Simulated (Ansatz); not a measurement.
Mulliken charges of F$_{4}$HNbO, SMILES `[OH][Nb]([F])([F])([F])[F]` from B3LYP/def2-TZVPP in Ansatz (PBE0-D4/def2-TZVP geometry).

| atom | x (Å) | y (Å) | z (Å) | charge (e) |
| --- | --- | --- | --- | --- |
| O1 | 0.079 | -1.349 | 0.629 | -0.496 |
| Nb2 | -0.012 | 0.324 | -0.173 | 1.702 |
| F3 | 1.734 | 0.207 | -0.751 | -0.346 |
| F4 | -1.379 | -0.207 | -1.288 | -0.346 |
| F5 | -0.093 | 2.019 | -0.965 | -0.381 |
| F6 | -0.406 | 1.134 | 1.436 | -0.347 |
| H7 | 0.139 | -2.196 | 1.066 | 0.214 |

By hand: the dipole of these point charges (1 e Å = 4.8032 D).

Σ q r = (0.024, -0.412, 0.197) e Å, of length 0.457 e Å = 2.20 D.

How does the dipole of the full density compare? (An estimate is asked.)

The calculation gave: (0.036, -0.642, 0.312) e Å, 3.43 D; the point charges give 0.64 times that, at 0° from its direction.

Point charges leave out the atoms' own dipoles, such as those of lone pairs, and Mulliken's split depends on the basis, so the two needn't agree.

B3LYP here is the variant with VWN-RPA as its local correlation; programs differ in this.
